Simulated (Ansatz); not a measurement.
`CCCBS`, relaxed with RKS PBE-D4/def2-SVP in the Gaussian-basis code of Ansatz from a rough embedded geometry. The force threshold is 0.03 eV/Å; the program also tests the step.

Total charge 0; spin multiplicity 1.

Start:

```xyz
14

C    -0.015    1.527    0.895
C     0.819    0.343    0.569
C    -0.069   -0.862    0.337
B    -0.874   -0.871   -1.021
S    -0.062   -0.735   -2.698
H     0.709    2.443    1.113
H    -0.610    1.390    1.798
H    -0.611    1.846    0.034
H     1.472    0.526   -0.281
H     1.506    0.126    1.445
H     0.585   -1.792    0.301
H    -0.733   -1.051    1.218
H    -2.088   -0.775   -0.953
H    -0.029   -2.115   -2.757
```

**Question.** By how much does the energy fall, and how many steps does the optimiser take? (Best estimate.)

**Answer.** Computed: 25.08 kcal/mol, in 12 steps.

**Question.** Which bonds change most? (An estimate is asked.)

**Answer.** The calculation gave: C1–H6 from 1.187 to 1.109 Å; B4–S5 from 1.867 to 1.791 Å; C1–C2 from 1.485 to 1.530 Å; C2–C3 from 1.515 to 1.549 Å.

**Question.** Give the relaxed structure. (An estimate is asked.)

**Answer.** Computed: 
```xyz
14

C     0.047    1.535    0.804
C     0.806    0.233    0.540
C    -0.117   -0.994    0.330
B    -1.062   -0.836   -0.928
S    -0.508   -1.024   -2.621
H     0.742    2.381    0.983
H    -0.609    1.445    1.695
H    -0.602    1.812   -0.054
H     1.456    0.359   -0.354
H     1.496    0.027    1.387
H     0.517   -1.900    0.210
H    -0.725   -1.149    1.248
H    -2.239   -0.534   -0.859
H     0.797   -1.356   -2.381
```
